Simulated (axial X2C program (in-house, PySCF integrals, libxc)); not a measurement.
Which molecule has these constants?

All values come from calculations with an axial X2C code built on PySCF integrals, spin-free (one-electron X2C) or two-component (2c: spin–orbit coupling with atomic mean-field Coulomb and Gaunt terms, which also bring small scalar terms), in Dyall basis sets with cores contracted in-house; open shells are unrestricted.

A two-component CCSD(T) calculation in a Dyall 3-zeta basis gave Re = 2.473 Å, ωe = 285.4 cm⁻¹, De = 0.70 eV, Ω = 0.

**Question.** Which molecule is it?
A. PdH⁺
B. NaPd⁺
C. LiPd⁺

**Answer.** C. The others have NaPd⁺ 2.926 Å and 126.8 cm⁻¹ (Ω = 0); PdH⁺ 1.476 Å and 2190.9 cm⁻¹ (Ω = 0).

Frozen shells (counts by l): LiPd⁺ Pd 4s3p1d, Li 1s, 10 electrons correlated; NaPd⁺ Pd 4s3p1d, Na 2s1p, 10 electrons correlated; PdH⁺ Pd 4s3p1d, H none, 10 electrons correlated. Coupled cluster in natural virtuals with an MP2 remainder. Where the outer core of a metal is frozen, bonds come out longer and ionisation energies lower.

Each entry is the lowest single determinant of a limited PBE0 search at one distance. De goes to single-determinant-based atoms at the same level (for ions the charge split of lowest energy) and is withheld (n/a) where an atom does not fit its ground term or J level. Main or longest-lived isotopes. One determinant is a doubtful description, or other states lie close, for PdH⁺; these need not be ground states, and all values refer to the states named.
